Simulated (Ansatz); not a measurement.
Stepwise reaction of `[OH][GaH][OH]` with hydrogen sulfide, as a gas-phase model of exchange steps in deposition or etching. ΔE in kJ/mol; ΔG adds harmonic PBE0-D4 terms to CCSD(T)/CBS, at 1 bar.

Calculated with Ansatz (gas phase, PBE0-D4/def2-TZVP geometries, no zero-point term in ΔE). CCSD(T)/CBS is the MP2 limit (def2-TZVPP, def2-QZVPP) plus CCSD(T) − MP2 in def2-TZVPP, frozen cores. This one scheme is used for every species. DFT in def2-TZVPP. B3LYP here is the variant with VWN-RPA as its local correlation; programs differ in this. For Ga outer-core shells are correlated without core-valence functions, which leaves a few kJ/mol of doubt a bond. Scalar relativity is left out up to krypton. Each species was taken in one conformer, which may not be the lowest.

| step | reaction | PBE-D4 | B3LYP-D4 | ωB97M-V | CCSD(T)/CBS | ΔG(500 K) |
| --- | --- | --- | --- | --- | --- | --- |
| 1 | `[OH][GaH][OH]` + H₂S → `[OH][GaH][SH]` + H₂O | -34.8 | -29.5 | -29.8 | -32.2 | -24.7 |

Problem. Give the row of step 2, `[OH][GaH][SH]` + H₂S → `[SH][GaH][SH]` + H₂O. (Best estimate.)

Solution. The calculation gave: 
```json
{"step": "2", "reaction": "`[OH][GaH][SH]` + H₂S → `[SH][GaH][SH]` + H₂O", "PBE-D4": "-36.6", "B3LYP-D4": "-32.1", "ωB97M-V": "-31.5", "CCSD(T)/CBS": "-35.2", "ΔG(500 K)": "-24.4"}
```

Problem. By hand: ΔE of the 2 steps together at CCSD(T)/CBS.

Solution. (-32.2) + (-35.2) = -67.4 kJ/mol, or -33.7 kJ/mol a step.

In ΔE the steps differ by no more than 3.0 kJ/mol. All are downhill at CCSD(T)/CBS. ΔG lies between -24.7 and -24.4 kJ/mol a step. PBE-D4 differs from CCSD(T)/CBS by -2.6 to -1.4 kJ/mol a step. Isolated molecules leave out the surface, adducts and barriers. Largest T1 diagnostic: 0.015.
